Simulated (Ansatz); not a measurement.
Computed with Ansatz on PBE0-D4/def2-TZVP structures; ΔE is electronic, products minus reactants. CCSD(T)/CBS adds triple-zeta CCSD(T) − MP2 to the extrapolated MP2 energy (def2 sets, frozen cores). DFT in def2-TZVPP. def2 core potentials past Kr. For In outer-core shells are correlated without core-valence functions, which leaves a few kJ/mol of doubt a bond.

`[CH3][In]([CH3])[CH3]` + `C1=COCC1` → `[CH3][InH][CH3]` + `CC1C=COC1`  (formal exchange of groups at the In–C bond)

```json
{"level": "r2SCAN-D4", "ΔE (kcal/mol)": "3.7"}
{"level": "ωB97X-V", "ΔE (kcal/mol)": "2.9"}
{"level": "r2SCAN", "ΔE (kcal/mol)": "3.9"}
{"level": "PBE0", "ΔE (kcal/mol)": "4.0"}
{"level": "HF/def2-TZVPP", "ΔE (kcal/mol)": "2.5"}
{"level": "MP2/def2-QZVPP", "ΔE (kcal/mol)": "5.2"}
{"level": "MP2/CBS(def2)", "ΔE (kcal/mol)": "5.4"}
{"level": "CCSD/CBS(def2)", "ΔE (kcal/mol)": "4.4"}
```

What does CCSD(T)/CBS give? (Estimate.)

The calculation gave: +4.6 kcal/mol. The listed levels differ from it by -0.9, -1.7, -0.7, -0.6, -2.1, 0.6, 0.8, -0.2 kcal/mol.

Largest T1 diagnostic among the species: 0.012.

In def2-TZVPP, CCSD(T) changes the Hartree–Fock value by +1.6 kcal/mol (the triples alone add +0.2 kcal/mol) and MP2 by +2.4 kcal/mol. The D4 term adds −1.1 kcal/mol with B3LYP and −0.6 kcal/mol with PBE0; it sums over pairs of atoms, weighted by their polarisabilities, and B3LYP, whose exchange is more repulsive, gets the larger term.

B3LYP here is the variant with VWN-RPA as its local correlation; programs differ in this.
